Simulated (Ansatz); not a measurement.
Calculated with Ansatz (gas phase, PBE0-D4/def2-TZVP geometries, no zero-point term in ΔE). CBS: MP2 limit from def2 TZ/QZ plus the TZ coupled-cluster correction, frozen cores. def2 core potentials past Kr. For Ge, Te outer-core shells are correlated without core-valence functions, which leaves a few kJ/mol of doubt a bond. Scalar relativity is left out up to krypton. One conformer a species, not always the lowest.

`[GeH3][Te][GeH3]` + `CBN` → `N[BH][GeH3]` + `C[Te][GeH3]`  (redistribution)

| species | CCSD(T)/CBS(def2) energy (Eh) |
| --- | --- |
| `[GeH3][Te][GeH3]` | -4423.58669 |
| `CBN` | -121.21267 |
| `N[BH][GeH3]` | -2159.24602 |
| `C[Te][GeH3]` | -2385.51123 |

Question: Work out ΔE.

Answer: ΔE = (-2159.24602) + (-2385.51123) − (-4423.58669) − (-121.21267) = 0.04211 Eh = +110.6 kJ/mol.

Largest T1 diagnostic among the species: 0.013.

In def2-TZVPP, CCSD(T) changes the Hartree–Fock value by −18.5 kJ/mol (the triples alone add −2.2 kJ/mol) and MP2 by −10.9 kJ/mol. From PBE to PBE0 (25 % exact exchange), in def2-TZVPP and without D4, ΔE moves by +6.9 kJ/mol. At CCSD(T), def2-SVP lies +13.2 kJ/mol from the extrapolated value and def2-TZVPP −0.6 kJ/mol.
